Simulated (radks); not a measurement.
Problem. These are the eigenvalues of the occupied orbitals of an atom or ion with whole-number occupations (hartree). All-electron calculation, scalar-relativistic Kohn-Sham, Wu-Cohen GGA, spin-polarised, spherical densities, finite nucleus; Fermi nuclear charge, rms radius of each element as measured or else 0.836 A^(1/3) + 0.57 fm. Program: a radial shooting solver on a logarithmic mesh with Libxc functionals.

| orbital | eigenvalue |
|---|---|
| 1s up | -102.2037 |
| 1s down | -102.1843 |
| 2s up | -10.37747 |
| 2s down | -10.35705 |
| 2p up | -8.15366 |
| 2p down | -8.12726 |
| 3s up | -1.68975 |
| 3s down | -1.56800 |
| 3p up | -1.18828 |
| 4p up | -0.28751 |

Which element is it, and in what charge state? The configuration may be excited. Open shells, if any, are filled with parallel spins first.

Solution. Z = 17, chlorine, charge +1: Cl+ in [Ne] 3s2 3p2 4p2. The list shows which subshells hold electrons but not how many an open one holds; the 1s level, -102.2 hartree, gives Z - s = 14.3 by -(Z - s)^2/2, which with screening and relativity narrows Z to a few neighbours, and the depths of the outer levels then fix element, charge and occupations together.
